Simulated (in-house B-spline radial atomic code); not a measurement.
A fraction x of an electron is removed from 4d in Nb III (Nb2+), starting from [Kr] 4d3 and keeping the highest spin. Level of theory: scalar-relativistic (X2C) TPSSh, spin-polarised, spherical fractional occupations, Fermi nucleus of rms radius 4.324 fm; calculated with a B-spline radial code for spherical atoms.

Caution: exact exchange at fractional occupations of open shells leaves self-interaction of up to several eV.

```
   x  E(x) - E(0) (eV)  4d up level (eV)
   0            0.0000           -19.982
0.03            0.6042           -20.296
0.23            4.8749           -22.421
0.37            8.1199           -23.940
0.41            9.0863           -24.379
 0.5           11.3250           -25.373
0.56           12.8674           -26.042
0.69           16.3478           -27.506
0.82           20.0197           -28.989
0.88           21.7798           -29.681
   1           25.4250           -31.076
```

The exact functional would give a straight line between the two integer points. Deviations E(x) - E(0) - x[E(1) - E(0)], in eV: -0.159 at x = 0.03, -0.973 at x = 0.23, -1.287 at x = 0.37, -1.338 at x = 0.41, -1.388 at x = 0.5, -1.371 at x = 0.56, -1.195 at x = 0.69, -0.829 at x = 0.82, -0.594 at x = 0.88.

The curve lies below the straight line by up to 1.388 eV (at x = 0.5): convex, the delocalisation error, to which spherically averaged exact exchange adds.

How well does Slater's transition state (minus the level at half occupation) give the ionisation energy?

It gives 25.373 eV against 25.425 eV from the two total energies; NIST lists 25.04 eV, ground level to ground level. The end point has an open shell averaged over its orbitals, so its exact exchange keeps a self-interaction and this is no true integer point.
